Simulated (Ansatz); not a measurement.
One change: `C[SiH](C)[N]([GeH3])[SiH2]Cl` becomes `C=C[N]([GeH3])[SiH2]Cl`.

Ansatz, PBE0-D4/def2-TZVP geometries, multiplicity 1. Each molecule was computed in one conformer, which needn't be the lowest.

Scalar relativity is left out up to krypton.

| property | `C[SiH](C)[N]([GeH3])[SiH2]Cl` |
| --- | --- |
| LUMO energy (B3LYP/def2-TZVPP) / eV | -0.10 |
| LUMO energy (PBE/def2-TZVPP) / eV | -0.79 |
| HOMO–LUMO gap (ωB97M-V/def2-TZVPP) / eV | 11.64 |
| size of the dipole moment (ωB97M-V/def2-TZVPP) / D | 1.44 |
| LUMO energy (ωB97M-V/def2-TZVPP) / eV | 1.85 |
| HOMO energy (PBE/def2-TZVPP) / eV | -6.27 |

(1) What does the change do to each property? (Best estimate.)

## Answers

(1) The calculation gave: 
| property | `C=C[N]([GeH3])[SiH2]Cl` | shift |
| --- | --- | --- |
| LUMO energy (B3LYP/def2-TZVPP) / eV | -0.01 | 0.09 |
| LUMO energy (PBE/def2-TZVPP) / eV | -0.72 | 0.07 |
| HOMO–LUMO gap (ωB97M-V/def2-TZVPP) / eV | 10.71 | -0.93 |
| size of the dipole moment (ωB97M-V/def2-TZVPP) / D | 1.50 | 0.06 |
| LUMO energy (ωB97M-V/def2-TZVPP) / eV | 1.97 | 0.12 |
| HOMO energy (PBE/def2-TZVPP) / eV | -5.48 | 0.79 |

With PBE0 the HOMO rises by 1.00 eV and the LUMO rises by 0.10 eV, so the gap narrows by about 0.90 eV. PBE moves the HOMO by 0.79 eV and ωB97M-V by 1.05 eV. Dipoles are sizes alone; their direction can turn.

B3LYP here is the variant with VWN-RPA as its local correlation; programs differ in this.
